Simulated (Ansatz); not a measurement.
Ansatz (an electronic-structure program) input (RI-MP2/def2-QZVPPD):
A basis named .json is the Basis Set Exchange file of that set.

Ansatz 0.2 input:
```yaml
crystal:
  periodic: [false, false, false]
  atoms:
    - {symbol: Mo, position_ang: [-0.00000000, -0.00000000, -0.27163816]}
    - {symbol: O, position_ang: [0.00000000, 0.00000000, 1.42610032]}
basis:
  gaussian:
    orbitals: def2-QZVPPD.json
    fitting: {mean_field: def2-universal-jkfit, correlation: def2-QZVPPD-RIFIT.json}
total_charge: -1
magnetization: {spin_polarized: true, initial_magnetization: 5}
correlation: {method: mp2, electrons: outside_noble_gas}
```

Output:

```
Functional definition: HF
integrals: 0.07 GiB planned
332 factors; integrals over basis functions are off by at most 1.2e0 eV
409 factors; integrals over basis functions are off by at most 2.0e0 eV
mean field: 0.27 GiB planned
mean field evaluation 1: about -3866.7661 eV, gradient 2.9e1 eV
mean field evaluation 2: about -3867.7146 eV, gradient 4.4e1 eV
mean field evaluation 4: about -3874.6997 eV, gradient 6.7e0 eV
mean field evaluation 8: about -3876.0149 eV, gradient 1.1e0 eV
mean field evaluation 16: about -3875.3719 eV, gradient 4.1e-1 eV
mean field evaluation 32: about -3875.5105 eV, gradient 7.5e0 eV
mean field evaluation 64: about -3876.1014 eV, gradient 7.4e-2 eV
mean field evaluation 96: about -3875.1010 eV, gradient 5.1e0 eV
mean field evaluation 128: about -3875.3524 eV, gradient 7.3e-1 eV
mean field -3876.10172341 eV, -142.4441110193 hartree, gradient 4.2e-6 eV, S^2 8.851047; 13 other end points of the search recorded, 0 dependent functions left out
5 core orbitals not correlated
reference -3876.10172341 eV, -142.4441110193 hartree; 9, 4 occupied and 133, 138 virtual orbitals, 409 factors
second order -11.57594750 eV of doubles, -0.00000000 eV of singles
Total energy: -3887.67767092 eV, -142.8695192437 hartree
```

This state (charge -1, sextet) is run at the relaxed geometry of the species with charge 0 and multiplicity 5.

The determinant is spin-contaminated: <S^2> is 8.85 against 8.75 for a pure state.
